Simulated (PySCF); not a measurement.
## Magnetisability: SMILES ClC(C1=CO[C@@H]1C)(Cl)Cl, C₅H₅Cl₃O

Geometry (Å), atoms numbered from 1 in this order:
```xyz
14

C    -1.7757   -0.4240    0.3914
C    -0.8094    0.2532   -0.5510
O    -0.7921    1.7038   -0.4223
C     0.5240    1.6327   -0.0810
C     0.6556    0.2986   -0.1614
C     1.6933   -0.7069    0.0340
Cl    1.8294   -1.7668   -1.4039
Cl    3.2616    0.0655    0.3277
Cl    1.3131   -1.7639    1.4368
H    -2.7942   -0.1423    0.1381
H    -1.5696   -0.1255    1.4159
H    -1.6663   -1.5012    0.3046
H    -0.9925   -0.0185   -1.5922
H     1.1222    2.4950    0.1412
```

Computed with GIAO PW91/pcseg-1 magnetisability, rotational g tensor and spin-rotation constants, non-relativistic, gas phase in PySCF. Geometry: GFN2-xTB.

Question: What are the magnetisability and the molar susceptibility?

Answer: Isotropic -1558 × 10⁻³⁰ J/T², or -93.8 × 10⁻⁶ cm³/mol; principal values -1687, -1566, -1422 × 10⁻³⁰ J/T², anisotropy 230 × 10⁻³⁰ J/T² (root of half the summed squared differences of the principal values). The susceptibility is in cgs units.

Question: Split it along the inertial axes a, b, c into diamagnetic and paramagnetic parts about the centre of mass, with the quadrupole moment.

Answer: 
| axis | χ (10⁻⁶ cm³/mol) | diamagnetic (10⁻⁶ cm³/mol) | paramagnetic (10⁻⁶ cm³/mol) | summed x² of all electrons (Å²) | quadrupole Θ (D Å) |
| --- | --- | --- | --- | --- | --- |
| a | -86.0 | -962.4 | 876.5 | 270.8 | -4.13 |
| b | -95.6 | -1545.1 | 1449.5 | 133.4 | +5.05 |
| c | -99.9 | -1714.9 | 1615.0 | 93.4 | -0.92 |

Anisotropies 2χaa − χbb − χcc = +23.6 and 2χbb − χaa − χcc = -5.4 × 10⁻⁶ cm³/mol. Θ is traceless in Buckingham's convention.

Question: And the rotational g tensor?

Answer: 
| axis | rotational constant (GHz) | g | nuclear part | electronic part |
| --- | --- | --- | --- | --- |
| a | 1.3244 | -0.0253 | 0.5200 | -0.5453 |
| b | 0.7880 | -0.0135 | 0.5231 | -0.5366 |
| c | 0.7099 | -0.0095 | 0.5291 | -0.5386 |

Asymmetric top; isotopes 12C, 35Cl, 1H, 16O; no vibrational averaging.
